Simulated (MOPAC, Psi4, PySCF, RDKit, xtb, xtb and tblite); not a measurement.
Two geometries of SMILES OB(O)CCc1ccco1 (C₆H₉BO₃), relaxed at GFN2-xTB with one dihedral held; other torsions can differ between them too.

Structure A

```
19

O      2.0966     1.4780    -0.3405
B      2.0011     0.2263    -0.8747
O      1.4802     0.0791    -2.1100
C      2.4060    -1.1166    -0.0877
C      2.6078    -0.9538     1.4308
C      1.3365    -0.5916     2.1179
C      0.3515    -1.3588     2.6632
C     -0.6425    -0.4647     3.1365
C     -0.1929     0.7815     2.8440
O      1.0057     0.7189     2.2275
H      1.8162     1.5693     0.5705
H      1.2611     0.9036    -2.5474
H      3.3370    -1.4948    -0.5146
H      1.6562    -1.8877    -0.2675
H      2.9750    -1.8903     1.8544
H      3.3496    -0.1738     1.6152
H      0.3347    -2.4274     2.7257
H     -1.5594    -0.7212     3.6261
H     -0.6034     1.7566     3.0146
```

Structure B

```
19

O      2.1998     1.5054    -0.3945
B      1.9857     0.2300    -0.8498
O      0.9965    -0.0052    -1.7326
C      2.8132    -1.0411    -0.3156
C      3.4538    -0.8483     1.0723
C      2.4191    -0.6582     2.1268
C      1.7864    -1.5458     2.9445
C      0.8588    -0.7976     3.7132
C      0.9915     0.4901     3.3070
O      1.9341     0.5884     2.3467
H      2.1176     1.6322     0.5492
H      0.5341     0.7778    -2.0370
H      3.6108    -1.2600    -1.0285
H      2.1699    -1.9210    -0.2957
H      4.0531    -1.7237     1.3280
H      4.1055     0.0274     1.0472
H      1.9602    -2.6008     2.9983
H      0.1915    -1.1725     4.4618
H      0.5043     1.3961     3.6078
```

Question: Which is lower in energy at the level PBE0-D3(BJ)/def2-SVP // GFN2-xTB in Psi4 1.11, and by how much?

Answer: A is lower, by 2.42 kcal/mol (dihedral H11–O1–B2–O3: 135° in A, 120° in B).

E(B) − E(A) in kcal/mol at the other levels, on the same two geometries: GFN2-xTB (xtb and tblite) 2.51; PBE0/def2-SVP // GFN2-xTB (Psi4) 2.44; PBE/def2-SVP // GFN2-xTB (Psi4) 2.45; PBE-D3(BJ)/def2-SVP // GFN2-xTB (Psi4) 2.44; UFF // GFN2-xTB (RDKit) -5.89; AM1, restricted, heats of formation // GFN2-xTB (MOPAC) 2.40; PM7, restricted, heats of formation // GFN2-xTB (MOPAC) 1.57; GFN1-xTB // GFN2-xTB (xtb) 1.98; restricted B3LYP/6-31G*, spherical d, density fitting // GFN2-xTB (PySCF) 2.55; restricted Hartree-Fock/STO-3G // GFN2-xTB (PySCF) 3.59; restricted B3LYP/3-21G, density fitting // GFN2-xTB (PySCF) 2.43; restricted BP86/6-31G*, spherical d, density fitting // GFN2-xTB (PySCF) 2.63.
